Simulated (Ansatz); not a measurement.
Isolated molecules relaxed with PBE0-D4/def2-TZVP in Ansatz; ΔE leaves out vibrations. CCSD(T)/CBS adds triple-zeta CCSD(T) − MP2 to the extrapolated MP2 energy (def2 sets, frozen cores). This one scheme is used for every species. Functionals use def2-TZVPP. One conformer a species, not always the lowest.

Consider the formal exchange of groups at a B–F bond: `C=C[SiH2]BF` + CH₄ → `C=C[SiH2]BC` + H–F.

```tsv
level	ΔE (kJ/mol)	difference from CCSD(T)/CBS
BLYP-D4	143.7	11.4
PBE0-D4	131.2	-1.1
ωB97X-V	140.3	8.0
B2PLYP	144.8	12.5
PBE-QIDH	133.7	1.4
BLYP	150.8	18.5
CAM-B3LYP	149.5	17.2
HF/def2-SVP	162.4	30.1
MP2/def2-SVP	156.2	23.9
SCS-MP2/def2-TZVPP	139.5	7.2
CCSD(T)/CBS	132.3	0
```

Largest T1 diagnostic among the species: 0.014.

At CCSD(T), def2-SVP lies +26.4 kJ/mol from the extrapolated value and def2-TZVPP +4.7 kJ/mol. The D4 term adds −5.6 kJ/mol with B3LYP and −3.3 kJ/mol with PBE0; it sums over pairs of atoms, weighted by their polarisabilities, and B3LYP, whose exchange is more repulsive, gets the larger term.

CCSD(T)/CBS has its own doubt, a few kJ/mol and more with outer-core shells, so smaller differences from it don't rank the levels.

B3LYP here is the variant with VWN-RPA as its local correlation; programs differ in this.
